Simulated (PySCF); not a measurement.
# Worked example: oscillator strength and radiative lifetime

C5H4F2, SMILES C1C(F)=C(F)C=C1.

Geometry: B3LYP-D3(BJ)/def2-SVP. One conformer was computed; it need not be the lowest.

TDA-PBE/def2-SVPD run with PySCF puts the first singlet state with f over 0.02 at 4.91 eV (vertical), with the transition dipole (-0.442, -0.804, 0.000) in atomic units.

### Question
Find the oscillator strength, the wavelength and the radiative lifetime that this transition would have in vacuum if emission retraced absorption.

### Answer

|μ|² = 0.8418 au, so |μ| = 2.33 D. ΔE = 4.91/27.211 = 0.1804 hartree. f = (2/3) ΔE |μ|² = 0.101 (the program prints 0.101).
λ = 1239.84/4.91 = 253 nm; ν = 39602 cm⁻¹.
Einstein's coefficient A = 0.6670 ν² f s⁻¹ (ν in cm⁻¹) = 1.1e8 s⁻¹, so τ = 1/A = 9.4 ns. This state is S1. The figure is the radiative limit of this one transition; relaxation, internal conversion, crossing to triplets and a medium change what is measured.
